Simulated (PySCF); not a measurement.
## Checking a proposed structure

A compound C$_{5}$H$_{4}$ClFN$_{2}$ gives the data below (simulated from a calculation) and was assigned the structure `Cc1cc(F)c(Cl)nn1`.

13C{1H} NMR (computed): δ 175.3 (C), 175.2 (C), 160.6 (CH), 126.5 (C), 26.2 (CH3).

1H NMR (400 MHz, computed): δ 8.83 (m, 1H), 2.84 (s, 3H).

Theory: coordinates at the GFN2-xTB level, shielding tensors at PBE0/pcSseg-1 (GIAO), in PySCF 2.14.0 with density-fitted response routines (rapidly exchanging positions averaged, a single conformation, non-relativistic Hamiltonian, no solvent model).

Chemical shifts δ = σref − σ; TMS for 1H (σref 31.72), 13C (σref 186.93), all at this level.

Task: Compare with the shifts computed for the proposed structure, pairing carbons in order of shift.

Result: Atom-mapped SMILES (the numbers label the heavy atoms): `[CH3:1][c:2]1[cH:3][c:4]([F:5])[c:6]([Cl:7])[n:8][n:9]1`; H(Xn) means a hydrogen on atom n.

```csv
atom,computed for proposal,given list,difference
C4,168.7,175.3,-6.6
C2,164.3,175.2,-10.9
C6,155.1,160.6,-5.5
C3,117.7,126.5,-8.8
C1,24.3,26.2,-1.9
```

The rms difference is 7.4 ppm and the largest -10.9 ppm at C2 (substituted aromatic carbon next to a ring nitrogen). The carbon types in order of shift don't match either: C, C, C, CH, CH3 for the proposal against C, C, CH, C, CH3 in the data. The proposal doesn't fit.

Task: Which isomer fits?

Result: SMILES c1nc(C)c(Cl)c(F)n1.

- Carbon types of the structure: 3 × C, 1 × CH, 1 × CH3, which accounts for all hydrogens.
- δC 175.3: substituted aromatic carbon next to a ring nitrogen.
- δC 175.2: aromatic carbon bearing fluorine; σ withdrawal by the attached heteroatom moves it downfield of the ring CH carbons.
- δC 160.6: aromatic CH between two ring heteroatoms.
- δH 8.83: hydrogen on an aromatic CH between two ring heteroatoms; aromatic region.

This is the structure that produced the data.

Carbons that carry Cl, above all several Cl atoms, come out too deshielded, partly because spin–orbit coupling is missing. Splittings by 19F in the carbon and heteronuclear signals aren't shown, as no couplings were computed. Shifts are as computed. Against solution values, carbons near 30 ppm lie about +3 ppm off and those near 130 ppm about +5 ppm; carbons on Cl a further +6 ppm (rms about the fit 2.1 ppm; single classes can miss by 10 ppm). Of 1328 compounds with measured shifts, 309 miss one by over three times the rms of a fit or turn the order of signals round; such compounds aren't used in these exercises. Signals without a measured value on file couldn't be tested in this way; 1H shifts scatter by 0.2 ppm about their fit, and single ones miss by 0.5 ppm. Multiplicities follow the n + 1 count of equivalent neighbours, as no J values were calculated; m marks all less simple cases, F and P coupling included.
